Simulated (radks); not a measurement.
All-electron atom: P IV in [Ne] 3s2 (the NIST ground configuration). Method: Dirac Kohn-Sham, PBEsol, spin-unpolarised, spherical densities, finite nucleus; Fermi nuclear charge, rms radius 3.1889 fm; computed with a radial shooting solver on a logarithmic mesh with Libxc functionals.

Normalised radial functions P(r) = r R(r) (large component), r in bohr:

```
   r/bohr * 2p1/2 (the largest magnitude, 1.38, reaches the edge; | marks zero)
  0.01081 *
  0.01363 |*
  0.01733 |*
  0.02186 | *
  0.02757 |  *
  0.03505 |   *
   0.0442 |     *
  0.05574 |        *
  0.07085 |            *
  0.08936 |                 *
   0.1127 |                        *
   0.1433 |                               *
   0.1807 |                                       *
   0.2297 |                                               *
   0.2896 |                                                    *
   0.3653 |                                                      *
   0.4643 |                                                   *
   0.5856 |                                           *
   0.7385 |                               *
   0.9388 |                   *
    1.184 |          *
    1.493 |    *
    1.898 |*
    2.394 *
    3.043 *
    3.838 *
     4.84 *
```

2p1/2: eigenvalue -163.43 eV, 0 radial nodes, <r> = 0.482 bohr, 90 % of the charge inside 0.805 bohr.
